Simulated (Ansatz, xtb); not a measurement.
## A geometry optimisation of C2H2BO− with r2SCAN-D4/def2-SVPD

The starting geometry of this gas-phase triplet was built from a drawn formula by distance geometry and a force field; its bonds are those of `[B]C(=C)[O-]`.

```xyz
6

C    -1.6011   -0.2765   -1.4850
C    -1.1513    0.6039   -0.4992
B    -3.0947   -0.2851   -1.9011
O    -0.6938   -1.1283   -2.1093
H    -0.0534    0.6053   -0.2810
H    -1.8162    1.2410   -0.0222
```

Q: Where would you expect an optimisation with r2SCAN-D4/def2-SVPD to take it?

A: A new bond forms, giving a structure given below by its coordinates. Contacts that close: B3–O4 (2.55 → 1.50 Å).

The energy falls by 1.19 eV over 14 steps:

```
step  E − E(last) (eV)
   1             1.185
   2             0.859
   4             0.719
   5             0.696
   7             0.534
   8             0.228
  10             0.015
  11             0.003
  13             0.000
  14             0.000
```

Final geometry (Å):

```xyz
6

C    -1.7665   -0.0653   -1.3373
C    -1.1044    0.6866   -0.4244
B    -2.6648   -0.7665   -2.2668
O    -1.2074   -1.0885   -2.1732
H    -0.0304    0.5520   -0.2556
H    -1.6372    1.4419    0.1595
```

From the same start GFN2-xTB reaches the same bonding as this run.

The end wasn't checked by frequencies. Open shells are spin-unrestricted. The triplet needn't be the ground state. Run with Ansatz 0.2.0, 2.2 min on 1 thread of Arm Neoverse V2, with other jobs on the host.
